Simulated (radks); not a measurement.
Results of a calculation; reference values are marked as such.
Correlation energies from several functionals, in hartree. Species: Au [Xe] 4f14 5d10 6s1; Cu14+ [Ne] 3s2 3p3; Mn [Ar] 3d5 4s2; Rh9+ [Kr]. Code: a radial shooting solver on a logarithmic mesh with Libxc functionals. Model: non-relativistic Kohn-Sham, exchange-only PBE, spin-polarised, spherical densities, point nucleus. Every spin shell is full or empty, so the densities are truly spherical. Functionals are evaluated on that one density, not self-consistently.

functional,Au,Cu14+,Mn,Rh9+
PW92,-8.2013,-1.4883,-2.0501,-3.6711
VWN5,-8.2349,-1.4953,-2.0601,-3.6873
PZ,-8.2074,-1.4809,-2.0393,-3.6711
Wigner,-4.2576,-0.73964,-1.2113,-1.9576
PBE,-4.8294,-0.61947,-1.0397,-1.9249
PBEsol,-5.4060,-0.73550,-1.2024,-2.1996
LYP,-4.2819,-0.70199,-1.0832,-1.8834
PW91,-5.1793,-0.71128,-1.1350,-2.1066
AM05,-7.7262,-1.3538,-1.8774,-3.4057
OP (B88),-4.1957,-0.67231,-1.0349,-1.8429
TPSS,-4.8262,-0.62634,-1.0442,-1.9284
revTPSS,-4.8678,-0.63672,-1.0661,-1.9500
SCAN,-4.8719,-0.63065,-1.0566,-1.9152
r2SCAN,-4.8858,-0.63723,-1.0646,-1.9327
B95,-5.9779,-0.84004,-1.2315,-2.4269
